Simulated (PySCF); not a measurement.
trifluoroacetic acid anion (C₂HF₃O₂), SMILES O=C(O)C(F)(F)F (connectivity only; charge and spin as stated), charge -1, multiplicity 2. Atoms are numbered in the order given.

```xyz
8

O      1.5937    -0.7317     0.7674
C      0.8815     0.3744     0.1889
O      1.4804     1.0857    -0.6780
C     -0.5411    -0.0098     0.0040
F     -1.0914    -0.6239     1.0930
F     -1.3248     1.0596    -0.2851
F     -0.8132    -0.9159    -1.0471
H      2.4302    -0.6981     0.2802
```
Charge -1, spin multiplicity 2.

Geometry optimised at r2SCAN-D4/def2-SVPD. The multiplicity is an assumed one; no other spin state was optimised. One conformer was computed; it need not be the lowest.

These are PBE0/def2-SVPD in PySCF values and carry that method's errors.

 A positive occupied level means that this level leaves the electron formally unbound; only the finite basis holds it.

Estimate the frontier levels, dipole moment and polarisability. (The exact figures need the calculation; the answer reports its results.)


```yaml
"α spin, highest occupied and lowest empty level": 0.93 and 4.68 eV
"β spin, highest occupied and lowest empty level": -2.27 and 4.40 eV
dipole_moment_about_the_centre_of_nuclear_charge: 2.69 D
mean_static_polarisability: 50.2 bohr³ (7.45 Å³)
polarisability_principal_values: 43.8, 50.9, 56.1 bohr³
"⟨S²⟩": 0.754 (pure state 0.75)
```
